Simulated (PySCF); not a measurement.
Cl2Cu, SMILES [Cl][Cu+][Cl] (connectivity only; charge and spin as stated), charge +1, multiplicity 3. Atoms are numbered in the order given.

```xyz
3

Cu     0.0000     0.0000     0.0000
Cl     0.0000     0.0000    -2.0845
Cl     0.0000     0.0000     2.0845
```
Charge +1, spin multiplicity 3.

Coordinates come from a B3LYP-D3(BJ)/def2-TZVP optimisation. The multiplicity is an assumed one; other spin states were not compared.

All values below come from PySCF 2.14.0 with B3LYP-D3(BJ)/def2-TZVP.

Frequencies are harmonic and unscaled.

Modes within 1.5 cm⁻¹ of each other (mostly degenerate sets) share a row, with their intensities summed.

Computed harmonic wavenumbers and intensities:
```tsv
mode	ν (cm⁻¹)	IR (km/mol)	moving atoms (share of kinetic energy)
1–2	64	2.8	Cu 53 %, Cl 47 %
3	275	0.0	Cl 100 %
4	417	9.0	Cu 53 %, Cl 47 %
```
